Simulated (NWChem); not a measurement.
# BaF$_{2}$; SMILES [F][Ba][F]

```xyz
3

Ba     0.0000     0.0000     0.3077
F      1.8591     0.0000    -0.9573
F     -1.8591     0.0000    -0.9573
```
Atoms are numbered in this order, from 1.

Results from NWChem. All runs use the structure optimised with PBE-D3(BJ)/def2-SVP. def2 effective core potentials on Ba; no spin-orbit coupling.

Question: What does the run give for Hartree-Fock/def2-SVP? Quantities: highest occupied level (eV); orbital gap (eV); dipole (D).

Answer: 
| Quantity | Value |
|---|---|
| highest occupied level (eV) | -12.55 |
| orbital gap (eV) | 12.30 |
| dipole (D) | 8.56 |
